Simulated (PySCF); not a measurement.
**F: excitation energy**

F [He] 2s2 2p5 (2P) → F [He] 2s1 2p6 (2S), as a difference of total energies. Computed with PySCF 2.14 in aug-cc-pCVQZ-DK, with scalar relativity by spin-free X2C-1e. Correlated levels: valence: 1s2 frozen; valence and next inner shell: nothing frozen. The calculations carry no spin-orbit coupling.

```csv
method,excitation energy (eV)
UHF,23.959
LDA,18.335
PBE,18.991
PBE0,20.248
r2SCAN,20.712
BLYP,18.851
HSE06,20.200
M06-2X,20.772
MP2 (valence),21.952
SCS-MP2 (valence),21.840
MP2 (valence and next inner shell),21.871
SCS-MP2 (valence and next inner shell),21.792
```

Problem. How much does correlation contribute at MP2 (valence and next inner shell)?

Solution. 21.871 − (23.959) = -2.088 eV, measured against UHF.

A first-order spin-orbit estimate (lowest level to lowest level, LS coupling) adds 0.017 eV.

The upper state lies above the first ionisation limit, where it may autoionise and the basis confines it.
